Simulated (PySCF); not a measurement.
Species: C9H7N.
Geometry (PBE0-D3(BJ)/def2-SVP, Å), atoms numbered from 1 in this order:
```
atom  x, y, z in Å
C1     2.7219   -1.8447   -1.6826
C2     1.8910   -1.1492   -1.1374
C3     0.9131   -0.3287   -0.4941
C4     1.2343    0.9803   -0.0897
C5     0.2783    1.7719    0.5357
C6    -1.0021    1.2734    0.7655
C7    -1.3425   -0.0264    0.3714
C8    -2.7151   -0.5167    0.6370
N9    -3.2253   -1.6471    0.3702
C10   -0.3776   -0.8183   -0.2576
H11    3.4575   -2.4608   -2.1654
H12    2.2399    1.3622   -0.2738
H13    0.5337    2.7871    0.8470
H14   -1.7542    1.8957    1.2577
H15   -3.3665    0.2207    1.1377
H16   -2.5451   -2.2610   -0.0921
H17   -0.6167   -1.8359   -0.5753
```

Computed with PySCF at wB97X-D/def2-SVPD, non-relativistic, on one gas-phase PBE0-D3(BJ)/def2-SVP geometry that isn't relaxed in the solvent. The solvent is an IEF-PCM continuum (van der Waals radii × 1.2), and excitations are vertical TDDFT with non-equilibrium linear response and a frozen core. The model holds no explicit solvent molecules, cavitation or dispersion.

```csv
run,E − E(gas) (kcal/mol),HOMO (eV),HOMO–LUMO gap (eV),dipole (D),lowest singlet (eV),static polarisability (au)
gas,0.00,-8.93,8.86,2.84,4.76,116.1
P,-6.84,-8.86,8.84,3.55,4.78,154.4
Q,-8.44,-8.86,8.84,3.70,4.78,164.6
```

Q: The runs were made in dimethylsulfoxide and tetrahydrofuran. Which run belongs to which solvent?

A: P = tetrahydrofuran, Q = dimethylsulfoxide. The dielectric constants are 7.426 (tetrahydrofuran), 46.83 (dimethylsulfoxide), and the energy falls further as ε rises. The optical constants n² used for the excitations are 1.97, 2.19 in the same order. In this model the ground state sees the solvent through ε alone.

Q: How constant is the ratio of the lowering to (ε − 1)/(2ε + 1)?

A: 
```
          solvent  (ε − 1)/(2ε + 1)  E − E(gas) (kcal/mol)  ratio (kcal/mol)  polarisation term (kcal/mol)
  tetrahydrofuran             0.405                  -6.84             -16.9                         -7.83
dimethylsulfoxide             0.484                  -8.44             -17.4                         -9.95
```

The ratio changes by +3.3 % in size from tetrahydrofuran to dimethylsulfoxide. The polarisation term is half the interaction of the solute with the induced surface charges.

Note: wB97X-D ran without an empirical dispersion term, which enters the total energy and its gradient alone.
